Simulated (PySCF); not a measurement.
## Multinuclear NMR of C$_{5}$H$_{3}$FO$_{2}$

Atom-mapped SMILES (the numbers label the heavy atoms): `[CH2:1]=[C:2]([F:3])[C:4]#[C:5][C:6](=[O:7])[OH:8]`; H(Xn) means a hydrogen on atom n. Ha(C1) is cis to F3; Hb(C1) is trans to F3.

How the numbers were obtained: GFN2-xTB structure, NMR shieldings at PBE0/pcSseg-1/GIAO, in PySCF (non-relativistic Hamiltonian, no solvent model, one conformer).

(1) What are the 19F shifts?

(2) Predict the 17O NMR data.

## Answers

(1) 
```csv
atoms,environment,σ (ppm),δ (ppm)
F3,vinylic fluorine,269.8,-97.4
```

Shieldings were converted by a linear fit to measured shifts: 19F (scatter 6.0 ppm rms, 7.0 ppm with the 5 outliers that the fit left out vs CFCl3, solution or neat liquid, with a term for F on sp3 carbon). Occasional misses reach two or three times the rms, and more in compound classes unlike the fitted ones.

On a 600 MHz spectrometer 19F resonates near 564.6 MHz, so 1 ppm is 564.6 Hz.

(2) 
```csv
atoms,environment,σ (ppm),δ (ppm)
O7,carbonyl oxygen,-126.6,382.0
O8,acid hydroxyl oxygen,122.1,155.5
```

Shieldings were converted by a linear fit to measured shifts: 17O (scatter 10.7 ppm rms, 12.2 ppm with the 3 outliers that the fit left out vs liquid water, solution or neat liquid). Occasional misses reach two or three times the rms, and more in compound classes unlike the fitted ones.

On a 600 MHz spectrometer 17O resonates near 81.3 MHz, so 1 ppm is 81.3 Hz.

In solution the two oxygens of a carboxylic acid exchange roles by proton transfer and give one 17O line. Hydrogen bonding in solution shields acid and N–H amide carbonyl oxygens by tens of ppm.
